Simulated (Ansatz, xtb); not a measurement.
## From F to I: the dipole moment

One atom is swapped for its congeners: CH2BrF (bromofluoromethane) `FCBr`; CH2BrCl (bromochloromethane) `ClCBr`; CH2Br2 (dibromomethane) `BrCBr`; CH2BrI (bromoiodomethane) `BrCI`. All are singlets with charge 0.

Shapes, held fixed at every level: PBE0-D4/def2-TZVP. Programs: Ansatz 0.2.0, xtb 6.7.1. Values in D.

Q: How should the dipole moment change along the series?

A: At wB97M-V/def2-TZVPP the dipole moment falls at every step, from 1.76 to 1.34 D. 4 of 5 levels show this order throughout; 4 agree on the largest and the smallest. Measured values: NIST CCCBDB. For atoms past krypton def2 sets carry core potentials with scalar relativity. Relativity is left out for Br unless named. GFN2-xTB strays far from the other rows.

```
               level  CH2BrF  CH2BrCl  CH2Br2  CH2BrI
            GFN2-xTB    3.27     3.28    3.28    3.26
   PBE-D4/def2-TZVPP    1.67     1.51    1.43    1.28
r2SCAN-D4/def2-TZVPP    1.77     1.61    1.53    1.38
 B3LYP-D4/def2-TZVPP    1.75     1.57    1.49    1.33
  wB97M-V/def2-TZVPP    1.76     1.57    1.50    1.34
            measured       –        –    1.43       –
```
